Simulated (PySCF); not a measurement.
Isomers of C6H10Cl2, one GFN2-xTB conformer each. Single-point energies are computed at PBE0/pcSseg-1 (PySCF, gas phase, no added dispersion term), electronic only.

**Question.** Rank them by PBE0/pcSseg-1 energy, lowest first (kJ/mol).
A. `[Cl:1][C@H:2]1[CH2:3][CH2:4][C@@H:5]([Cl:6])[CH2:7][CH2:8]1` with Cl1–C2–C3–C4 67°, C2–C3–C4–C5 56°, C3–C4–C5–Cl6 180°, C4–C5–C7–C8 59°
B. `[CH3:1]/[CH:2]=[C:3](/[CH3:4])[CH2:5][CH:6]([Cl:7])[Cl:8]` with C2–C3–C5–C6 75°, C3–C5–C6–Cl7 -174°
C. `[CH3:1]/[CH:2]=[C:3](\[CH3:4])[C@H:5]([Cl:6])[CH2:7][Cl:8]` with C2–C3–C5–Cl6 -115°, C3–C5–C7–Cl8 -61°

**Answer.** A (0.0), C (100.2), B (115.2).

As drawn, the highest has a C=C bond outside aromatic rings, which the lowest lacks. GFN2-xTB itself gives, in the same order: 0.0, 125.2, 129.5. Both levels put the same isomer lowest; measured from each level's own lowest isomer, the values differ by up to 25.0 kJ/mol (C/C=C(\C)[C@H](Cl)CCl: 125.2 against 100.2).

**Question.** Which frontier levels, dipoles and rotational constants go with these structures?

**Answer.** 
```tsv
SMILES	HOMO (eV, PBE0/pcSseg-1)	LUMO (eV)	dipole (D)	A, B, C (MHz)
Cl[C@H]1CC[C@@H](Cl)CC1	-8.29	0.65	3.07	2667, 806.0, 790.8
C/C=C(\C)[C@H](Cl)CCl	-7.23	-0.22	1.10	1269, 1173, 719.9
C/C=C(/C)CC(Cl)Cl	-7.14	-0.13	2.40	1784, 920.9, 728.5
```
